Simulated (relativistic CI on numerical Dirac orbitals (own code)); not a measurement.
**Crystal-field levels of Ta4+, 5d**

Calculated by Dirac-Coulomb-Breit CI, KLI orbitals optimised for each configuration, a model potential for QED, valence Slater integrals scaled by 0.7, one configuration in a parametric crystal field (own radial code).

Field parameters in Wybourne normalisation: D3d B²₀ = −7Dσ, B⁴₀ = −14Dq − 21Dτ, B⁴₃ = −14√(10/7) Dq. The field is a parameter set, without covalency.

S is read from ⟨S²⟩ = S(S + 1).

Levels (cm⁻¹, degeneracy): 0 (2), 1041 (2), 4505 (2), 31228 (2), 31399 (2).

Q: Which field gives this pattern?
A. D3d, 10Dq = 28850, Dσ = -1200, Dτ = 30 cm⁻¹
B. D3d, 10Dq = 28850, Dσ = -550, Dτ = 30 cm⁻¹
C. D3d, 10Dq = 28850, Dσ = -980, Dτ = 30 cm⁻¹
D. D3d, 10Dq = 28850, Dσ = 980, Dτ = 30 cm⁻¹

A: B. D3d, 10Dq = 28850, Dσ = -550, Dτ = 30 cm⁻¹, ground level with S = 0.50.
